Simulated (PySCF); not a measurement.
## Vertical excitation energies

Compound: C₃ClF₄O (charge +1).
Bonds: O1–C2 (triple), C2–C3, C3–F4, C3–F5, C3–C6, C6–F7, C6–F8, C6–Cl9.

Computed, not measured: PySCF, TDDFT PBE0/def2-SVPD, vertical, gas phase, core orbitals frozen in the response. Geometry: GFN2-xTB, one conformer, isolated ion. Torsions of this conformer, `[O+:1]#[C:2][C:3]([F:4])([F:5])[C:6]([F:7])([F:8])[Cl:9]`: C2–C3–C6–F7 58°.

Task: Predict the UV-vis stick spectrum at this level.

Result: 

```json
{"state": "S1", "E (eV)": "3.86", "E (kJ/mol)": "372", "λ (nm)": "321.3", "f": "0.0001", "symmetry": "–", "main configurations (H = HOMO, L = LUMO)": "H→L (100%)"}
{"state": "S2", "E (eV)": "4.05", "E (kJ/mol)": "391", "λ (nm)": "306.1", "f": "0.0000", "symmetry": "–", "main configurations (H = HOMO, L = LUMO)": "H-1→L+1 (96%)"}
{"state": "S3", "E (eV)": "4.10", "E (kJ/mol)": "396", "λ (nm)": "302.4", "f": "0.0012", "symmetry": "–", "main configurations (H = HOMO, L = LUMO)": "H→L+1 (96%)"}
{"state": "S4", "E (eV)": "4.34", "E (kJ/mol)": "419", "λ (nm)": "285.5", "f": "0.104", "symmetry": "A′", "main configurations (H = HOMO, L = LUMO)": "H-1→L (90%)"}
{"state": "S5", "E (eV)": "5.01", "E (kJ/mol)": "483", "λ (nm)": "247.5", "f": "0.0001", "symmetry": "–", "main configurations (H = HOMO, L = LUMO)": "H-2→L+1 (96%)"}
{"state": "S6", "E (eV)": "5.22", "E (kJ/mol)": "504", "λ (nm)": "237.4", "f": "0.125", "symmetry": "A′", "main configurations (H = HOMO, L = LUMO)": "H-2→L (94%)"}
{"state": "S7", "E (eV)": "6.82", "E (kJ/mol)": "658", "λ (nm)": "181.7", "f": "0.0016", "symmetry": "–", "main configurations (H = HOMO, L = LUMO)": "H-3→L (99%)"}
{"state": "S8", "E (eV)": "6.96", "E (kJ/mol)": "671", "λ (nm)": "178.2", "f": "0.0036", "symmetry": "A′", "main configurations (H = HOMO, L = LUMO)": "H-3→L+1 (86%), H-4→L (11%)"}
```

Triplets, Tamm–Dancoff:

```
state  E (eV)  λ (nm)  main configurations (H = HOMO, L = LUMO)
   T1    3.55   348.9                               H-1→L (92%)
   T2    3.75   331.0                                 H→L (99%)
   T3    3.94   314.7               H-1→L+1 (90%), H-2→L+1 (9%)
```

The lowest singlet lies at 3.86 eV (321 nm, ultraviolet) and is dark (f under 0.0005); its leading configuration is HOMO→LUMO (100%). The most intense listed level is S6 at 5.22 eV (237 nm, f = 0.125), 1.36 eV above S1. Löwdin shares by element: HOMO chlorine 84%, fluorine 8% or more, carbon 6% or more; LUMO carbon 59%, oxygen 30%. The listed states span 3.10 eV, and the widest gap between neighbours is 1.60 eV (S6 to S7). Weighted by f, the mean energy of these states is 4.87 eV. Of the 8 states listed, 2 reach f = 0.01 and 3 stay under 0.0005. Symmetry labels in Cs follow from the direction of the transition dipole and are given only for states with f of 0.002 or more. Singlets were solved by full linear response, triplets in the Tamm–Dancoff approximation.
